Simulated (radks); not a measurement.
Results of a calculation; reference values are marked as such.
Xe17+, configuration [Kr] 4d1. Code: a radial shooting solver on a logarithmic mesh with Libxc functionals. Model: Dirac Kohn-Sham, exchange-only PBE, spin-unpolarised, spherical densities, finite nucleus; open shells fill j = l - 1/2 first; Fermi nuclear charge, rms radius 4.7859 fm.

Unscreened Slater integrals over Kohn-Sham orbitals (cm^-1). Large and small components are both included. Empty in this configuration: 4d5/2.

| integral | value |
|---|---|
| F0(4d3/2,4d3/2) | 271940 |
| F2(4d3/2,4d3/2) | 139890 |
| F0(4d3/2,4p3/2) | 276110 |
| F2(4d3/2,4p3/2) | 143160 |
| G1(4d3/2,4p3/2) | 180320 |
| G3(4d3/2,4p3/2) | 114580 |
| F0(4d3/2,4p1/2) | 279860 |
| G1(4d3/2,4p1/2) | 183440 |
| F0(4d3/2,4s1/2) | 282260 |
| G2(4d3/2,4s1/2) | 142210 |
| F0(4d3/2,4d5/2) | 270850 |
| F2(4d3/2,4d5/2) | 139380 |
| G2(4d3/2,4d5/2) | 139170 |
| G4(4d3/2,4d5/2) | 94428 |
| F0(4p3/2,4p3/2) | 280950 |
| F2(4p3/2,4p3/2) | 148120 |
| F0(4p3/2,4p1/2) | 284870 |
| G2(4p3/2,4p1/2) | 149380 |
| F0(4p3/2,4s1/2) | 287380 |
| G1(4p3/2,4s1/2) | 195610 |
| F0(4p3/2,4d5/2) | 274980 |
| F2(4p3/2,4d5/2) | 142590 |
| G1(4p3/2,4d5/2) | 179980 |
| G3(4p3/2,4d5/2) | 114270 |
| F0(4p1/2,4p1/2) | 289030 |
| F0(4p1/2,4s1/2) | 291660 |
| G1(4p1/2,4s1/2) | 198940 |
| F0(4p1/2,4d5/2) | 278660 |
| G3(4p1/2,4d5/2) | 115350 |
| F0(4s1/2,4s1/2) | 294470 |
| F0(4s1/2,4d5/2) | 281030 |
| G2(4s1/2,4d5/2) | 141460 |
| F0(4d5/2,4d5/2) | 269790 |
| F2(4d5/2,4d5/2) | 138890 |
| F4(4d5/2,4d5/2) | 94240 |
